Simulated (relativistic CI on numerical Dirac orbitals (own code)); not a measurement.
**Energy levels of Zr4+**

Calculated at this level of theory: Dirac-Coulomb-Breit CI, orbitals from a KLI potential per configuration, a model potential for QED, valence Slater integrals scaled by 0.85, P86 correlation energy added to each configuration (own radial code, finite nucleus).

Configuration list (outside the closed core [Ar] 3d10): 4s²4p⁶, 4s²4p⁵4d, 4s²4p⁵4f, 4s4p⁶4d, 4s²4p⁵5s, 4s²4p⁵5p, 4s4p⁶4f, 4s²4p⁵5d, 4s²4p⁵6s, 4s²4p⁵6p, 4s²4p⁵5f, 4s²4p⁵6d, 4s²4p⁵5g, 4p⁶4d², 4p⁵4d³, 4p⁵4d²4f, 4p⁵4d²5s, 4p⁵4d²5p. Double excitations out of closed p, d and f shells are left out; levels of such configurations are missing from the list, as are those of other unlisted configurations, and high levels can miss mixing partners. These lack a partner that the ground configuration has and come out too high: 4s²4p⁵5d, 4s²4p⁵6s, 4s²4p⁵6p, 4s²4p⁵5f, 4s²4p⁵6d.

| No. | Configuration | Term | J | E (eV) | % | Lifetime (s) |
| --- | --- | --- | --- | --- | --- | --- |
| 1 | 4s²4p⁶ | ¹S | 0 | 0.0000 | 100 |  |
| 2 | 4s²4p⁵4d | ³P° | 0 | 30.0890 | 100 |  |
| 3 | 4s²4p⁵4d | ³P° | 1 | 30.3556 | 97 | 2.25e-08 |
| 4 | 4s²4p⁵4d | ³P° | 2 | 30.8957 | 91 | 3.82e-02 |
| 5 | 4s²4p⁵4d | ³F° | 4 | 31.1968 | 100 |  |
| 6 | 4s²4p⁵4d | ³F° | 3 | 31.5297 | 86 | 1.68e+00 |
| 7 | 4s²4p⁵4d | ³F° | 2 | 32.0218 | 73 | 2.51e-01 |
| 8 | 4s²4p⁵4d | ³D° | 3 | 33.0807 | 63 | 1.24e-01 |
| 9 | 4s²4p⁵4d | ¹D° | 2 | 33.7620 | 47 | 1.81e-02 |
| 10 | 4s²4p⁵4d | ³D° | 1 | 33.8357 | 97 | 8.53e-10 |
| 11 | 4s²4p⁵4d | ³D° | 2 | 34.2487 | 56 | 1.57e-02 |
| 12 | 4s²4p⁵4d | ¹F° | 3 | 34.4789 | 55 | 1.07e-02 |
| 13 | 4s²4p⁵5s | ³P° | 2 | 40.8972 | 100 | 2.48e-04 |
| 14 | 4s²4p⁵5s | ¹P° | 1 | 41.2166 | 47 | 1.57e-11 |
| 15 | 4s²4p⁵4d | ¹P° | 1 | 41.3829 | 79 | 7.93e-12 |
| 16 | 4s²4p⁵5s | ³P° | 0 | 42.8183 | 100 | 2.37e-04 |
| 17 | 4s²4p⁵5s | ³P° | 1 | 43.0596 | 51 | 3.17e-10 |
| 18 | 4s²4p⁵5p | ³S | 1 | 46.6494 | 84 | 2.37e-10 |
| 19 | 4s²4p⁵5p | ³D | 2 | 47.2123 | 57 | 2.55e-10 |
| 20 | 4s²4p⁵5p | ³D | 3 | 47.4156 | 100 | 2.33e-10 |
| 21 | 4s²4p⁵5p | ¹P | 1 | 47.6927 | 47 | 2.64e-10 |
| 22 | 4s²4p⁵5p | ³P | 2 | 47.9149 | 68 | 2.45e-10 |
| 23 | 4s²4p⁵5p | ³P | 0 | 48.6491 | 78 | 2.52e-10 |
| 24 | 4s²4p⁵5p | ³D | 1 | 49.1108 | 66 | 2.61e-10 |
| 25 | 4s²4p⁵5p | ³D | 2 | 49.5653 | 41 | 2.46e-10 |
| 26 | 4s²4p⁵5p | ³P | 1 | 49.6005 | 63 | 2.44e-10 |
| 27 | 4s²4p⁵5p | ¹S | 0 | 50.4230 | 77 | 3.12e-10 |
| 28 | 4s²4p⁵4f | ³D | 1 | 55.9764 | 68 | 1.40e-10 |
| 29 | 4s²4p⁵4f | ³D | 2 | 56.1822 | 65 | 1.35e-10 |
| 30 | 4s²4p⁵5d | ³P° | 0 | 56.5082 | 100 | 2.98e-10 |
| 31 | 4s²4p⁵4f | ³D | 3 | 56.5402 | 60 | 1.24e-10 |
| 32 | 4s²4p⁵5d | ³P° | 1 | 56.6227 | 88 | 2.87e-10 |
| 33 | 4s²4p⁵5d | ³F° | 4 | 56.7749 | 100 | 3.19e-10 |
| 34 | 4s²4p⁵5d | ³P° | 2 | 56.8185 | 64 | 3.14e-10 |
| 35 | 4s²4p⁵5d | ³F° | 3 | 56.8301 | 59 | 3.06e-10 |
| 36 | 4s²4p⁵5d | ¹D° | 2 | 57.0331 | 46 | 3.13e-10 |
| 37 | 4s²4p⁵5d | ³D° | 3 | 57.1273 | 67 | 3.25e-10 |
| 38 | 4s²4p⁵5d | ³D° | 1 | 57.7387 | 63 | 6.93e-11 |
| 39 | 4s²4p⁵4f | ³G | 5 | 57.8106 | 100 | 4.82e-11 |
| 40 | 4s²4p⁵4f | ³G | 4 | 57.9792 | 64 | 4.95e-11 |
| 41 | 4s²4p⁵4f | ³G | 3 | 58.3112 | 43 | 4.91e-11 |
| 42 | 4s²4p⁵4f | ³F | 4 | 58.3957 | 59 | 5.07e-11 |
| 43 | 4s²4p⁵4f | ¹D | 2 | 58.6313 | 52 | 6.91e-11 |
| 44 | 4s²4p⁵5d | ³F° | 2 | 58.7609 | 68 | 3.06e-10 |
| 45 | 4s²4p⁵6s | ³P° | 2 | 58.8133 | 96 | 3.15e-10 |
| 46 | 4s²4p⁵5d | ³D° | 2 | 58.8587 | 42 | 3.17e-10 |
| 47 | 4s²4p⁵5d | ³F° | 3 | 58.8947 | 37 | 3.23e-10 |
| 48 | 4s²4p⁵6s | ¹P° | 1 | 58.9377 | 62 | 9.93e-11 |
| 49 | 4s²4p⁵4f | ³F | 3 | 59.4271 | 49 | 4.71e-11 |
| 50 | 4s²4p⁵5d | ¹P° | 1 | 59.5990 | 64 | 3.97e-11 |
| 51 | 4s²4p⁵4f | ³F | 2 | 59.9829 | 45 | 5.38e-11 |
| 52 | 4s²4p⁵4f | ³G | 3 | 59.9996 | 57 | 4.87e-11 |
| 53 | 4s²4p⁵4f | ³F | 4 | 60.0905 | 38 | 5.02e-11 |
| 54 | 4s²4p⁵6s | ³P° | 0 | 60.7528 | 100 | 3.12e-10 |
| 55 | 4s²4p⁵6s | ³P° | 1 | 60.8255 | 62 | 1.87e-10 |
| 56 | 4s4p⁶4d | ³D | 1 | 60.9984 | 62 | 2.15e-11 |
| 57 | 4s²4p⁵6p | ³S | 1 | 61.3431 | 74 | 3.83e-10 |
| 58 | 4s4p⁶4d | ³D | 2 | 61.3950 | 48 | 2.36e-11 |
| 59 | 4s²4p⁵6p | ³D | 2 | 61.5187 | 49 | 3.15e-10 |
| 60 | 4s²4p⁵6p | ³D | 3 | 61.6099 | 98 | 2.31e-10 |
| 61 | 4s4p⁶4d | ³D | 3 | 61.7193 | 47 | 2.27e-11 |
| 62 | 4s²4p⁵6p | ¹P | 1 | 61.7362 | 58 | 4.41e-10 |
| 63 | 4s²4p⁵6p | ³P | 2 | 61.8061 | 72 | 3.15e-10 |
| 64 | 4s²4p⁵6p | ³P | 0 | 62.2935 | 56 | 4.58e-10 |
| 65 | 4s4p⁶4d | ¹D | 2 | 62.5112 | 89 | 2.81e-11 |
| 66 | 4s²4p⁵6p | ³D | 1 | 63.4374 | 73 | 3.84e-10 |
| 67 | 4s²4p⁵6p | ³P | 1 | 63.6267 | 58 | 4.03e-10 |
| 68 | 4s²4p⁵6p | ³D | 2 | 63.6550 | 44 | 2.76e-10 |
| 69 | 4s²4p⁵6p | ¹S | 0 | 63.9750 | 55 | 4.93e-10 |
| 70 | 4s²4p⁵6d | ³P° | 0 | 65.7656 | 100 | 5.82e-10 |

Energies count from the lowest computed level; ° marks odd parity; lifetimes are radiative, by E1, M1, E2, M2, E3 decay to levels of this space only; some are left blank where a channel outside the calculation adds to the decay or the decay crosses a small, uncertain gap.

The mean weight of the leading LS term, summed over parents, in these 70 levels is 69 %, and that of the leading jj configuration (from the same eigenvectors) 82 %, so jj coupling describes them better and the LS labels are nominal.

At this charge configurations can still be misplaced by up to about 7 % of their energy. 48 of the 69 excited levels that our extract of the measured tables holds in this range could be paired (the sources list more); they are missed by 4944 cm⁻¹ on average and 57271 at most, and levels without a partner can miss by more.

LS names give the leading component of a level, which can be under half, so a name can repeat, a term be missing and a line seem to break the LS rules.
